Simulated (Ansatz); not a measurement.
`[SH][AlH][Br]` → `[SH][Al][Br]`• + H• at 600 K and 1 bar (homolysis of the Al–H bond).

Calculated with Ansatz (gas phase, PBE0-D4/def2-TZVP geometries, no zero-point term in ΔE). CBS: MP2 limit from def2 TZ/QZ plus the TZ coupled-cluster correction, frozen cores. This one scheme is used for every species, atoms too. Open shells (•) are unrestricted, without spin–orbit coupling. Bonds to Br are less sure, by a few kJ/mol each and by 10 to 20 or more in all where they break to atoms, as the def2 sets lack core-valence functions. Scalar relativity is left out up to krypton. One conformer a species, not always the lowest.

```
        species  CCSD(T)/CBS energy (Eh)  H − E (kJ/mol)  S (J/(mol·K))
`[SH][AlH][Br]`              -3214.41891            86.8          372.4
`[SH][Al][Br]`•              -3213.77962            63.3          365.2
             H•                 -0.50000            12.5          129.3
```

H − E and S are ideal-gas, rigid-rotor, harmonic terms from PBE0-D4/def2-TZVP, for one conformer and one mirror image of each species, with the whole ground term of open shells counted as degenerate. 1 Eh = 2625.50 kJ/mol, R = 8.31446 J/(mol·K).

Question: By hand: ΔE, ΔH, ΔS and ΔG.

Answer: ΔE = (-3213.77962) + (-0.50000) − (-3214.41891) = 0.13929 Eh = 365.7 kJ/mol. Δ(H − E) = 63.3 + 12.5 − 86.8 = -11.0, so ΔH = 354.7 kJ/mol. ΔS = 365.2 + 129.3 − 372.4 = 122.1 J/(mol·K). ΔG = 354.7 − 600 × (122.1)/1000 = 281.4 kJ/mol.

Question: By hand: the equilibrium constant, and the temperature at which ΔG would vanish if ΔH and ΔS stayed fixed.

Answer: log₁₀ K = −ΔG/(RT ln 10) = -24.5. ΔG = 0 at ΔH/ΔS = 2905 K, far beyond where these terms or the molecules hold.

The number of gas molecules changes by +1, which sets the sign of ΔS. A doubt of 5 kJ/mol in ΔE shifts log₁₀ K by 0.4 here. Other conformers and mirror images would add mixing entropy, several J/(mol·K) or more a flexible species. These are equilibria of isolated gas molecules and say nothing of rates. Largest T1 diagnostic: 0.012 (customary marks: 0.02 for closed shells, 0.045 for open ones).
